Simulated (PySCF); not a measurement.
# SeNCl3, singlet: data card

These are results of B3LYP in PySCF with Se def2-SVP, N def2-SVP, Cl def2-SVP; no relativity; density-fitted integrals, not measurements.

The structure is a minimum.

```xyz
5
charge 0 multiplicity 1, angstrom
Se    0.0000   -0.4128   -0.2920
N     0.0000   -1.7154   -1.2134
Cl    1.6827   -0.0176    1.1775
Cl   -1.6827   -0.0176    1.1775
Cl    0.0000    1.6655   -1.2019
```

- Point group: C3v
- Bond lengths: Se–Cl 2.269 Å (×3), Se–N 1.596 Å
- Bond angles: Cl–Se–Cl 95.7° (×3), Cl–Se–N 121.1° (×3)
- Dipole moment: 1.29 D
- Rotational symmetry number: 3
- Zero-point energy: 17.6 kJ/mol
- Principal quadrupole moments (Buckingham, traceless) about the centre of mass: -5.34, 2.67, 2.67 D Å
- Enthalpy at 298.15 K above 0 K: 21.07 kJ/mol
- Heat capacity Cp at 298.15 K: 94.0 J/(mol K)
- Principal polarisabilities: 68.0, 71.7, 71.7 bohr³
- Highest occupied level: -8.55 eV
- Rotational constants: 0.05159, 0.05159, 0.04257 cm⁻¹
- Atomisation energy without zero-point energy: 709 kJ/mol
- Entropy at 298.15 K and 1 bar: 355.4 J/(mol K)
- Lowest empty level: -5.47 eV

Harmonic modes (masses in u: Se 79.917, N 14.003, Cl 34.969):
```csv
symmetry,ω (cm⁻¹),"IR (km/mol, summed over degenerate members)",μ (u)
e,130,0.2,33.76
a1,177,1.7,37.21
e,208,1.0,18.14
e,323,192,41.42
a1,325,22.2,37.07
a1,1114,14.6,16.10
```

In C3v the vibrations span 3e + 3a1.

Charges (e):
| atom | Mulliken | Löwdin | polar tensor | Mayer order to Se1 |
| --- | --- | --- | --- | --- |
| Se1 | 0.66 | 0.60 | 1.67 | – |
| N2 | -0.28 | -0.38 | -0.34 | 2.23 |
| Cl3,4,5 | -0.13 | -0.07 | -0.44 | 0.74 |

Mulliken populations on Se1: s 7.65, p 15.21, d 10.48.

Outer orbital energies (eV). occupied: -10.04, -10.04, -9.91, -9.42, -9.42, -9.23, -8.55, -8.55; empty: -5.47, -2.35, -2.35, 0.61.

Counting electrons, selenium keeps none of its valence electrons outside its bonds, so the VSEPR class is AX4 and the expected shape is tetrahedral; with unlike ligands the computed point group is C3v.

Other isomers or separated fragments may lie lower.

The final relaxation and frequency run took 79 s on 2 threads of a shared Arm Neoverse N1 host, with 100 basis functions and 12 gradients; the process peaked at 1.3 GiB.
